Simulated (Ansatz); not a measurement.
BH7NPSi can be A, `BP(N)[SiH3]`, or B, `B[SiH](N)P`.

Program: Ansatz. Geometries: PBE0-D4/def2-TZVP. ΔE: electronic, gas phase. CBS: MP2 limit from def2 TZ/QZ plus the TZ coupled-cluster correction, frozen cores. DFT in def2-TZVPP. B3LYP here is the variant with VWN-RPA as its local correlation; programs differ in this. One conformer a species, not always the lowest.

Q: Which isomer does CCSD(T)/CBS put lower? Give the gap. (An estimate is asked.)

A: The calculation gave: B, by 23.8 kJ/mol.

Q: Give E(B) − E(A) in kJ/mol with HF/def2-TZVPP, r2SCAN-D4, B3LYP, BLYP-D4, CCSD/def2-TZVPP, B3LYP-D4, CCSD(T)/def2-SVP. (Best estimate.)

A: Ansatz gave: HF/def2-TZVPP 14.5, r2SCAN-D4 -29.8, B3LYP -14.2, BLYP-D4 -17.8, CCSD/def2-TZVPP -19.7, B3LYP-D4 -16.2, CCSD(T)/def2-SVP -21.1. The order is the other way round with HF/def2-TZVPP.

Q: Does the order hold for the free energy at 298.15 K (harmonic terms from PBE0-D4)? (Best estimate.)

A: Ansatz gave: Yes: G(B) − G(A) = -21.7 kJ/mol, for one conformer each.

Largest T1 diagnostic: 0.016.

From PBE to PBE0 (25 % exact exchange), in def2-TZVPP and without D4, E(B) − E(A) moves by +3.3 kJ/mol. In def2-TZVPP, CCSD(T) changes the Hartree–Fock value by −38.9 kJ/mol (the triples alone add −4.7 kJ/mol) and MP2 by −40.9 kJ/mol.
